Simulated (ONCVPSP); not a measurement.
# Before and after: ONCV potential for Sb

ONCVPSP 4.0.1 input, shortened (lines: element, Z, core and valence counts, functional; n l f; lmax; l rc ep ncon nbas qcut; lloc lpopt rc5 dvloc0; l nproj debl; icmod fcfact rcfact), PBEsol, fully relativistic:

```
  Sb 51.00    9    2  -116133      upf
    1    0    2.00
    2    0    2.00
    2    1    6.00
    3    0    2.00
    3    1    6.00
    3    2   10.00
    4    0    2.00
    4    1    6.00
    4    2   10.00
    5    0    2.00
    5    1    2.75
    1
    0    1.90    0.00    3    8    3.00
    1    2.45    0.00    3    7    2.80
    4    5    1.70    4.00
    0    1    3.70
    1    2    3.30
    0    0.00    0.00
```

Open shells are filled in proportion to 2j + 1.

Change: local potential polynomial inside 1.70 bohr (lpopt 5, dvloc0 8 Ha).

Cutoffs: the cutoffs (Ha) at which the residual kinetic energy of the hardest occupied pseudo-wave falls to 1 and 0.1 mHa per electron; they do not see the model core or the augmentation charge, which bear on the density cutoff. Errors are all-electron minus pseudo energies relative to the spin-unpolarised reference configuration.

Task: How do hardness, ghosts and transferability respond?

Result: The potential gets neither clearly harder nor softer (21 Ha and 55 Ha → 21 Ha and 55 Ha); of the 4 tests that both files solve, the error grows in 2 and shrinks in 0 by more than 15 % and 0.3 meV (median size 8.7 → 8.4 meV); neither file shows a bound ghost.

```csv
quantity,base,changed
"cutoff, loose",21 Ha,21 Ha
"cutoff, tight",55 Ha,55 Ha
bound ghosts,none,none
GHOST(+) flags under 300 eV,none,none
"error for 5s2 5p3, meV [ΔE -1.42 eV]",-0.5,-0.5
"error for 5s2 5p2, meV [ΔE 6.94 eV]",-2.6,-3.3
"error for 5s2 5p1, meV [ΔE 22.97 eV]",-25,-30
"error for 5s1 5p3, meV [ΔE 15.67 eV]",+15,+14
s: phases at 1.93 bohr within 0.05 rad from the reference energy up to (Ha; the scan ends near 5),0.5,1.4
p3/2: phases at 2.48 bohr within 0.05 rad from the reference energy up to (Ha; the scan ends near 5),4.9,to the end of the scan
p1/2: phases at 2.48 bohr within 0.05 rad from the reference energy up to (Ha; the scan ends near 5),5.0,to the end of the scan
```
